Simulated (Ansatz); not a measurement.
Gas-phase electronic energies from Ansatz, PBE0-D4/def2-TZVP geometries. CBS: MP2 limit from def2 TZ/QZ plus the TZ coupled-cluster correction, frozen cores. This one scheme is used for every species. DFT in def2-TZVPP. B3LYP here is the variant with VWN-RPA as its local correlation; programs differ in this. Each species was taken in one conformer, which may not be the lowest.

Consider the cleavage of the B–Si bond: `CB[SiH3]` + `N[SiH3]` → `CBN[SiH3]` + SiH₄.

| level | ΔE (kJ/mol) | difference from CCSD(T)/CBS |
| --- | --- | --- |
| revPBE-D4 | -150.9 | 7.1 |
| BLYP-D4 | -159.1 | -1.1 |
| B97M-V | -152.0 | 6.0 |
| B3LYP-D4 | -160.1 | -2.1 |
| ωB97M-V | -161.2 | -3.2 |
| BLYP | -153.0 | 5.0 |
| r2SCAN | -154.8 | 3.2 |
| CAM-B3LYP | -160.6 | -2.6 |
| MP2/def2-TZVPP | -166.6 | -8.6 |
| MP2/def2-QZVPP | -165.0 | -7.0 |
| CCSD(T)/CBS | -158.0 | 0 |

**Question.** What do rigid-rotor, harmonic-oscillator terms from PBE0-D4/def2-TZVP frequencies (298.15 K, 1 bar) make of the CCSD(T)/CBS value? (Estimate.)

**Answer.** Ansatz gave: ΔZPE = +1.1 kJ/mol, ΔH = -158.5 kJ/mol, ΔS = -44 J/(mol·K), ΔG = -145.4 kJ/mol.

Largest T1 diagnostic among the species: 0.012.

The D4 term adds −4.4 kJ/mol with B3LYP and −2.4 kJ/mol with PBE0; it sums over pairs of atoms, weighted by their polarisabilities, and B3LYP, whose exchange is more repulsive, gets the larger term. At CCSD(T), def2-SVP lies −20.4 kJ/mol from the extrapolated value and def2-TZVPP −2.8 kJ/mol. From BLYP to BHLYP (50 % exact exchange), in def2-TZVPP and without D4, ΔE moves by −7.0 kJ/mol.
